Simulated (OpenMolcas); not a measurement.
**Tm2+ in SrO: curves along the breathing mode**

Tm2+ with its 6 nearest oxide ions, on the Sr site of SrO (a = 5.1602 Å, distance in the model lattice 2.580 Å). The rest of the host is ab initio model potentials to 7.6 Å, with orthogonalisation functions on the cations behind the ligands, and point charges beyond; the distance is set by hand and nothing relaxes. Ligand basis ANO-RCC-VDZP.

| Quantity | Value |
| --- | --- |
| Program | OpenMolcas 26.06 |
| Method | CASSCF |
| Basis | ANO-RCC-VDZP [7s6p4d2f1g] |
| Scalar Hamiltonian | DKH2, point nucleus |
| Active space | 13 electrons in 7 orbitals (4f) |
| State averaging | 2S+1 = 2 odd, 7 roots |
| Spin-orbit coupling | state interaction with AMFI integrals over the reference wave functions |

Spin-free energies (labels of O, the rotations of Oh) in cm-1 above the lowest fitted minimum, as all ligands move together:

```csv
R (Å),2T1,2T2,2A2
2.307,9580,10020,10350
2.361,3920,4330,4640
2.415,820,1190,1480
2.47,60,410,680
2.524,1560,1890,2130
2.578,5200,5510,5730
2.633,11100,11380,11590
```

Cubic fits give the following; the wavenumber is harmonic, with the mass of all moving ligands, small differences in it between states hang on the degree of the fit, a number in brackets counts states of one label, and the table is a selection of at most 14 states with clean curves.

| State | R0 (Å) | Breathing mode (cm-1) | Minimum (cm-1) |
| --- | --- | --- | --- |
| 2T1 | 2.460 | 524 | 0 |
| 2T2 | 2.461 | 524 | 350 |
| 2A2 | 2.461 | 524 | 620 |

For an f ion spin-orbit coupling outweighs the ligand field, so these spin-free curves are not those of observable levels.

Without dynamic correlation the ligand-field splitting of an f shell can come out too small, at times by half. No measured value stands beside these numbers.
